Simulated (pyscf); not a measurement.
F–N•–F + GeH₄ -> F–NH–F + GeH₃•, a hydrogen abstraction (doublet surface; Ge–H broken, H–N formed). Single points on ωB97X-D3(BJ)/def2-SVP structures (PySCF, gas phase). Energies in kcal/mol from the separated reactants.

AM1 to PM7: differences of heats of formation from MOPAC, which are fitted to 298 K values and so differ in kind from electronic energies by zero-point and thermal terms. Open shells are spin-unrestricted. 

Problem. Quick PM3 single points give ΔE‡ = 13.7 kcal/mol and ΔE = -8.4 kcal/mol. What does ωB97M-D3(BJ)/def2-TZVP give, and how far is the quick result from it?

Solution. ωB97M-D3(BJ)/def2-TZVP gives ΔE‡ = 19.4 kcal/mol and ΔE = +9.3 kcal/mol. PM3 lies 5.7 kcal/mol under it in the barrier and 17.7 kcal/mol under it in the reaction energy, so on this step it does not hold to within 3.0 kcal/mol. ωB97M-D3(BJ)/def2-TZVP has limits of its own. One saddle was located; it need not be the lowest between these sides. The angle at the transferred H is 162°. In the def2 sets elements up to Kr have no core potential.
